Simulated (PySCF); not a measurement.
## From a computed spectrum to the compound

A species of 3 atoms with charge 1 has these harmonic modes (PBE0, small Gaussian bases with core potentials, PySCF 2.14.0):

```json
{"cm⁻¹": "50", "km/mol": "3.1", "symmetry": "a1"}
{"cm⁻¹": "259", "km/mol": "11.5", "symmetry": "a1"}
{"cm⁻¹": "276", "km/mol": "58.6", "symmetry": "b2"}
```

Q: Which species is it, and in which structure?

A: [TmBr2]+ (singlet in the valence; each metal's 4f electrons, 12 of them, lie in its core potential, out of spins and levels):
```xyz
3

Tm    0.0000    0.0000   -0.6611
Br    2.0798    0.0000    0.7076
Br   -2.0798    0.0000    0.7076
```
Ideal gas at 298.15 K and 1 bar: S = 342.7 J/(mol K), Cp = 56.0 J/(mol K), H − H(0 K) = 14.5 kJ/mol (rigid rotor, harmonic modes, spin degeneracy alone, that of the 4f electrons in the core included; the modes under 60 cm⁻¹ make these uncertain). An lcecp potential fixes the number of 4f electrons, so in runs with it no electron can move into or out of that shell.
 This is one of several that fit.
